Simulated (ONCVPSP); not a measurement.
scandium (Sc): one change to an ONCV potential, before and after

- Element: scandium (Sc)
- Generator: ONCVPSP 4.0.1
- Type: optimised norm-conserving Vanderbilt (ONCV)
- Functional: PBE
- Relativity: fully relativistic
- Frozen core: [Ne]
- Valence charge: 11
- Reference configuration: 3s2 3p6 3d1 4s0.5 (charge +1.5)
- Partial waves: 3s+4s: rc 1.60 bohr, ncon 3, nbas 6, qcut 8.3 1/bohr, 2 projectors; 3p: rc 1.45 bohr, ncon 3, nbas 6, qcut 9.5 1/bohr, 2 projectors, debl 1.6 Ha; 3d: rc 1.30 bohr, ncon 4, nbas 8, qcut 6.9 1/bohr, 2 projectors, debl 1.2 Ha; f scattering state at 0.03 Ha: rc 1.50 bohr, ncon 5, nbas 8, qcut 6.4 1/bohr, 1 projector
- Local potential: polynomial inside 0.80 bohr (lpopt 5, dvloc0 2 Ha)
- Core correction: none

Open shells are filled in proportion to 2j + 1.

In the p channel the program set the typed energies aside and used -1.634, 0.250 Ha (j = l + 1/2; the other j can differ).

Change: s: qcut 6.5; p: qcut 7.5; d: qcut 5.4; f: qcut 5.

Cutoffs: the cutoffs (Ha) at which the residual kinetic energy of the hardest occupied pseudo-wave falls to 1 and 0.1 mHa per electron; they do not see the model core or the augmentation charge, which bear on the density cutoff. Errors are all-electron minus pseudo energies relative to the spin-unpolarised reference configuration.

Q: How do hardness, ghosts and transferability respond?

A: The potential gets harder (125 Ha and 146 Ha → 138 Ha and 177 Ha); of the 4 tests that both files solve, the error grows in 2 and shrinks in 0 by more than 15 % and 0.3 meV (median size 0.1 → 0.3 meV); neither file shows a bound ghost.

| quantity | base | changed |
| --- | --- | --- |
| cutoff, loose | 125 Ha | 138 Ha |
| cutoff, tight | 146 Ha | 177 Ha |
| loose cutoff by channel | s 22 Ha, p 16 Ha, d 125 Ha | s 15 Ha, p 17 Ha, d 138 Ha |
| bound ghosts | none | none |
| GHOST(+) flags under 300 eV | s at 224.0 eV | s at 161.8 eV |
| error for 3s2 3p6 3d1 4s2, meV [ΔE -12.51 eV] | -0.1 | -0.4 |
| error for 3s2 3p6 3d1 4s1, meV [ΔE -5.61 eV] | -0.1 | -0.2 |
| error for 3s2 3p6 3d1 4s0, meV [ΔE 7.16 eV] | 0.0 | 0.0 |
| error for 3s2 3p6 3d0 4s2 4p1, meV [ΔE -9.04 eV] | +23 | +30 |
| s: phases at 1.63 bohr within 0.05 rad from the reference energy up to (Ha; the scan ends near 5) | to the end of the scan | 4.9 |
| p3/2: phases at 1.47 bohr within 0.05 rad from the reference energy up to (Ha; the scan ends near 5) | to the end of the scan | to the end of the scan |
| p1/2: phases at 1.47 bohr within 0.05 rad from the reference energy up to (Ha; the scan ends near 5) | to the end of the scan | to the end of the scan |
| d5/2: phases at 1.32 bohr within 0.05 rad from the reference energy up to (Ha; the scan ends near 5) | 4.4 | 3.7 |
| d3/2: phases at 1.32 bohr within 0.05 rad from the reference energy up to (Ha; the scan ends near 5) | 4.4 | 3.7 |
| f7/2: phases at 1.52 bohr within 0.05 rad from the reference energy up to (Ha; the scan ends near 5) | to the end of the scan | to the end of the scan |
| f5/2: phases at 1.52 bohr within 0.05 rad from the reference energy up to (Ha; the scan ends near 5) | to the end of the scan | to the end of the scan |

Base: These tests converged, but a pseudo level misses the all-electron one widely, so the file describes the atom poorly there or has found another state: 3s2 3p6 3d0 4s2 4p1: empty 3d by 6.3 eV. Changed file: These tests converged, but a pseudo level misses the all-electron one widely, so the file describes the atom poorly there or has found another state: 3s2 3p6 3d0 4s2 4p1: empty 3d by 6.3 eV.
